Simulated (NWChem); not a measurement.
AgI; SMILES [Ag][I]

Computed with NWChem. def2 effective core potentials on Ag, I; no spin-orbit coupling. The level has its own optimisation; frequencies are unscaled.

Estimate the computed values for LDA (Slater exchange, VWN5)/def2-SVP (core potentials). Quantities: r Ag–I (Å); highest harmonic frequency (cm⁻¹); zero-point energy (kcal/mol).


```
Quantity                           Value
---------------------------------  -----
r Ag–I (Å)                         2.520
highest harmonic frequency (cm⁻¹)    220
zero-point energy (kcal/mol)         0.3
```
